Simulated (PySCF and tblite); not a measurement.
Results of a calculation; reference values are marked as such.
2 E/Z isomers of C4H2F4O, numbered alike:

| isomer | SMILES | descriptors |
| --- | --- | --- |
| A | [O:1]=[CH:2]/[C:3]([F:4])=[CH:5]/[C:6]([F:7])([F:8])[F:9] | 3=5 Z |
| B | [O:1]=[CH:2]/[C:3]([F:4])=[CH:5]\[C:6]([F:7])([F:8])[F:9] | 3=5 E |

Each isomer is a Boltzmann average at 298.15 K over at most 6 conformers: GFN2-xTB geometries, energies B3LYP/def2-SVP (IEF-PCM, tetrahydrofuran) (D3(BJ) added where defined), GIAO shieldings mPW1PW91/pcSseg-1 (IEF-PCM, tetrahydrofuran), GFN2-xTB thermal terms. Programs: PySCF with density fitting and tblite.

Problem. What shifts does each isomer give (ppm)?

Solution. 
A: ¹H (against TMS): 9.76 (H2, 1H), 6.33 (H5, 1H). ¹³C (against TMS): 196.1 (C2), 166.1 (C3), 132.5 (C6), 112.4 (C5).

B: ¹H (against TMS): 9.99 (H2, 1H), 7.06 (H5, 1H). ¹³C (against TMS): 191.2 (C2), 171.3 (C3), 132.6 (C6), 126.7 (C5).

Problem. Which carbons tell the isomers apart best?

Solution. C5: 112.4 in A, 126.7 in B; C3: 166.1 in A, 171.3 in B; C2: 196.1 in A, 191.2 in B ppm.

Shifts are unscaled: against experiment ¹³C can be off by 15 ppm or more and ¹H by 0.8 ppm. At least one structure keeps an imaginary mode at the tight-binding level. The search found a single conformer for at least one isomer; other rotamers may be missing.
